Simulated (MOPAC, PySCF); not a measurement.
C2H4S3, SMILES `S=C(S)CS`, neutral singlet in the gas phase. 

Cartesian coordinates (Å):
```xyz
9

S      1.1803    -0.8471     1.4706
C      0.6796    -0.0857     0.1267
S      1.5191     1.2015    -0.6758
C     -0.6159    -0.4321    -0.5528
S     -1.9789     0.5723     0.0979
H      2.5360     1.2744     0.1987
H     -0.8306    -1.4894    -0.4114
H     -0.5835    -0.2116    -1.6224
H     -1.8773     0.1151     1.3569
```
Charge 0, multiplicity 1.

All levels are single points at this geometry (PBE0-D3(BJ)/def2-TZVP); Pople sets use spherical d functions. Orbital energies aren't observables, and empty levels follow the basis.

PM7 in MOPAC gives dipole (D) = 0.78.

Estimate the dipole (D) from each of these levels: PBE0-D3(BJ)/def2-TZVP in PySCF; ωB97X-D3(BJ)/def2-TZVP in PySCF; BP86/6-31G* in PySCF; M06-2X/6-31G* in PySCF; HF/6-31G* in PySCF; HF/STO-3G in PySCF; AM1 in MOPAC; PM6 in MOPAC.


```
level                            dipole (D)
-------------------------------  ----------
PBE0-D3(BJ)/def2-TZVP in PySCF         1.17
ωB97X-D3(BJ)/def2-TZVP in PySCF        1.16
BP86/6-31G* in PySCF                   1.13
M06-2X/6-31G* in PySCF                 1.05
HF/6-31G* in PySCF                     1.25
HF/STO-3G in PySCF                     0.56
AM1 in MOPAC                           1.26
PM6 in MOPAC                           0.91
```
